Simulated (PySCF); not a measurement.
BiBrF2. Atoms are numbered in the order given.

```xyz
4

Bi    -0.6011    -0.2622     0.0000
F     -1.1164     1.0091     1.5211
F     -1.1164     1.0091    -1.5211
Br     1.9995     0.1028     0.0000
```

The structure is a stationary point at PBE-D3(BJ)/def2-SVP. The def2 effective core potentials stand for the cores of Bi; spin–orbit coupling is left out.

Computed with PySCF with PBE0/def2-TZVPD.

Symmetry labels are those of the subgroup Cs that the program uses (full group Cs).

Problem. List the valence orbital energies around the gap with their symmetry. (Estimate from the structure and the level; the computed values follow.)

Solution. 
```csv
orbital,symmetry,energy (eV)
HOMO−7,A',-11.96
HOMO−6,A',-11.71
HOMO−5,A",-11.21
HOMO−4,A",-11.06
HOMO−3,A',-11.05
HOMO−2,A',-9.41
HOMO−1,A",-8.87
HOMO,A',-8.82
LUMO,A',-2.47
LUMO+1,A",-2.28
LUMO+2,A',-2.03
LUMO+3,A',0.20
```
